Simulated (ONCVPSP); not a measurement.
What one change does to a pseudopotential (fluorine, ONCV)

* Element: F
* Generator: ONCVPSP 4.0.1
* Type: optimised norm-conserving Vanderbilt (ONCV)
* Functional: PBEsol
* Relativity: scalar-relativistic
* Frozen core: none
* Valence charge: 9
* Reference configuration: 1s2 2s2 2p5
* Partial waves: 1s+2s: rc 0.40 bohr, ncon 4, nbas 7, qcut 36.3 1/bohr, 2 projectors; 2p: rc 1.35 bohr, ncon 3, nbas 7, qcut 8.8 1/bohr, 1 projector
* Local potential: polynomial inside 0.30 bohr (lpopt 3, dvloc0 0 Ha)
* Core correction: none

Change: s: nproj 4. In the s channel the program set the typed energies aside and used -24.297, -1.092, 0.250, 0.750 Ha.

Cutoffs: the cutoffs (Ha) at which the residual kinetic energy of the hardest occupied pseudo-wave falls to 1 and 0.1 mHa per electron; they do not see the model core or the augmentation charge, which bear on the density cutoff. Errors are all-electron minus pseudo energies relative to the spin-unpolarised reference configuration.

How do hardness, ghosts and transferability respond?

The potential gets neither clearly harder nor softer (472 Ha and 535 Ha → 472 Ha and 535 Ha); the miss of the reference levels goes from 0.00 to 0.82 eV; of the 4 tests that both files solve, the error grows in 0 and shrinks in 1 by more than 15 % and 0.3 meV (median size 557.7 → 139.2 meV); neither file shows a bound ghost.

| quantity | base | changed |
| --- | --- | --- |
| cutoff, loose | 472 Ha | 472 Ha |
| cutoff, tight | 535 Ha | 535 Ha |
| bound ghosts | none | none |
| GHOST(+) flags under 300 eV | p at 162.9 eV | p at 162.9 eV |
| largest miss of a reference level, eV | 0.00 | 0.82 |
| error for 1s2 2s2 2p4, meV [ΔE 19.32 eV] | +22 | +21 |
| error for 1s2 2s2 2p3, meV [ΔE 57.60 eV] | +236 | +232 |
| error for 1s2 2s2 2p2, meV [ΔE 118.08 eV] | +1020 | +1010 |
| error for 1s1 2s2 2p5, meV [ΔE 705.72 eV] | +879 | -47 |
| s: phases at 0.41 bohr within 0.05 rad from the reference energy up to (Ha; the scan ends near 5) | to the end of the scan | to the end of the scan |
| p: phases at 1.37 bohr within 0.05 rad from the reference energy up to (Ha; the scan ends near 5) | 1.8 | 1.8 |
